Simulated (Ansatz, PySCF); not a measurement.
Energy difference R1 → P1, each structure at its B3LYP-D3(BJ)/def2-TZVP stationary point, reached from a drawn start; harmonic modes at that level show minima.
R1, CHN (SMILES [C-]#[NH+]) (charge 0, multiplicity 1, Z-matrix in Å and degrees):
```
N
C 1 1.1640
H 1 0.9975 2 180.00
```
P1, CHN (SMILES C#N) (charge 0, multiplicity 1):
```csv
atom,x (Å),y (Å),z (Å)
C,0.0203,0.0061,-0.0159
N,-0.8564,-0.2569,0.6740
H,0.8361,0.2509,-0.6581
```

P less R. No zero-point or thermal terms.

Correlated levels freeze the cores.

Codes used: Ansatz (an electronic-structure program) with Gaussian orbitals; PySCF for the D3/D4 terms. All values are computed, each at the level named.

```
level                     reaction energy (kcal/mol)
------------------------  --------------------------
HF/cc-pVDZ                                    -11.05
HF/cc-pVTZ                                    -10.23
BLYP/def2-TZVPP                               -14.87
B97M-V/def2-TZVPP                             -13.30
B3LYP-D4/def2-TZVPP                           -13.88
PBE0/def2-TZVPP                               -13.69
BHLYP-D3(BJ)/def2-TZVPP                       -12.39
B2PLYP-D3(BJ)/def2-TZVPP                      -15.24
CCSD(T)/cc-pVQZ                                  ___
```

Some entries are withheld; supply them.


- CCSD(T)/cc-pVQZ, reaction energy (kcal/mol): -14.77
